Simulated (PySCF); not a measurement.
**Correlation energy of Lu³⁺ (lutetium, charge +3)**

Starting occupation: [Xe] 4f14. All numbers are calculated (PySCF 2.14, X2C-1e with screened-nucleus spin-orbit coupling, Gaussian nucleus, in x2c-TZVPPall-2c (11s11p10d2f2g, 126 functions)). Frozen: [Ar] 3d10; 40 electrons correlated; the 18 highest virtual spinors left out.

MP2 pair energies summed by pair of shells (mhartree):

```json
{"pair": "4f5/2-4f7/2", "energy": "-149.05", "share (%)": "13.3"}
{"pair": "4f7/2-4f7/2", "energy": "-101.03", "share (%)": "9.0"}
{"pair": "4f7/2-5p3/2", "energy": "-85.79", "share (%)": "7.7"}
{"pair": "4f5/2-5p3/2", "energy": "-68.11", "share (%)": "6.1"}
{"pair": "4f5/2-4f5/2", "energy": "-56.25", "share (%)": "5.0"}
{"pair": "5p3/2-5p3/2", "energy": "-53.13", "share (%)": "4.8"}
{"pair": "5p1/2-5p3/2", "energy": "-49.89", "share (%)": "4.5"}
{"pair": "4f7/2-5p1/2", "energy": "-49.09", "share (%)": "4.4"}
{"pair": "4d3/2-4d5/2", "energy": "-47.03", "share (%)": "4.2"}
{"pair": "4d5/2-4d5/2", "energy": "-32.91", "share (%)": "2.9"}
{"pair": "4f5/2-5p1/2", "energy": "-31.81", "share (%)": "2.8"}
{"pair": "4d5/2-4f7/2", "energy": "-28.73", "share (%)": "2.6"}
{"pair": "4d5/2-4p3/2", "energy": "-24.61", "share (%)": "2.2"}
{"pair": "4f7/2-5s1/2", "energy": "-21.34", "share (%)": "1.9"}
{"pair": "4d5/2-4f5/2", "energy": "-19.37", "share (%)": "1.7"}
{"pair": "4d3/2-4p3/2", "energy": "-17.23", "share (%)": "1.5"}
{"pair": "4d3/2-4f7/2", "energy": "-17.19", "share (%)": "1.5"}
{"pair": "4f5/2-5s1/2", "energy": "-15.63", "share (%)": "1.4"}
{"pair": "4f7/2-4p3/2", "energy": "-15.21", "share (%)": "1.4"}
{"pair": "4d3/2-4d3/2", "energy": "-13.95", "share (%)": "1.2"}
{"pair": "4d3/2-4f5/2", "energy": "-13.95", "share (%)": "1.2"}
{"pair": "5p3/2-5s1/2", "energy": "-13.82", "share (%)": "1.2"}
{"pair": "4d5/2-4p1/2", "energy": "-12.64", "share (%)": "1.1"}
{"pair": "5p1/2-5p1/2", "energy": "-12.16", "share (%)": "1.1"}
{"pair": "4d5/2-5p3/2", "energy": "-12.14", "share (%)": "1.1"}
{"pair": "4d5/2-5s1/2", "energy": "-12.01", "share (%)": "1.1"}
{"pair": "4d5/2-4s1/2", "energy": "-11.65", "share (%)": "1.0"}
{"pair": "4f5/2-4p3/2", "energy": "-11.48", "share (%)": "1.0"}
{"pair": "4p1/2-4p3/2", "energy": "-8.35", "share (%)": "0.7"}
{"pair": "4d3/2-4p1/2", "energy": "-7.93", "share (%)": "0.7"}
```

Total MP2 correlation energy: -1116.7 mhartree.

This basis was not built for core-valence correlation, so the inner-shell part is incomplete.
